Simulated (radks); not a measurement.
All-electron atom: Ru4+ in [Kr] 4d3.75 5s0.25 (fractional occupations, a model configuration). All-electron calculation, Dirac Kohn-Sham, exchange-only B88, spin-unpolarised, spherical densities, finite nucleus; open shells fill j = l - 1/2 first; Fermi nuclear charge, rms radius 4.4809 fm. Program: a radial shooting solver on a logarithmic mesh with Libxc functionals.

Normalised radial functions P(r) = r R(r) (large component), r in bohr:

r           4p1/2
0.004009   0.0100
0.004593   0.0124
0.005305   0.0155
0.006078   0.0192
0.007019   0.0241
0.008042   0.0300
0.009213   0.0372
0.01064    0.0466
0.01219    0.0576
0.01408    0.0717
0.01613    0.0880
0.01863    0.1086
0.02134    0.1315
0.02445    0.1580
0.02824    0.1900
0.03235    0.2233
0.03736    0.2610
0.0428     0.2971
0.04943    0.3332
0.05664    0.3616
0.06489    0.3802
0.07494    0.3831
0.08585    0.3641
0.09915    0.3149
0.1136     0.2369
0.1312     0.1199
0.1503    -0.0190
0.1722    -0.1757
0.1989    -0.3431
0.2278    -0.4798
0.2631    -0.5739
0.3015    -0.5905
0.3482    -0.5130
0.3989    -0.3458
0.457     -0.0993
0.5278     0.2174
0.6046     0.5270
0.6983     0.8156
0.8        1.0094
0.9239     1.1017
1.059      1.0759
1.213      0.9576
1.401      0.7681
1.605      0.5688
1.853      0.3735
2.123      0.2262
2.452      0.1176
2.809      0.0557
3.218      0.0229
3.717      0.0075
4.258      0.0021
4.918      0.0005
5.634      0.0001
6.507      0.0000
7.455      0.0000

4p1/2: eigenvalue -98.561 eV, 2 radial nodes at r = 0.148, 0.479 bohr, <r> = 1.08 bohr, 90 % of the charge inside 1.58 bohr.
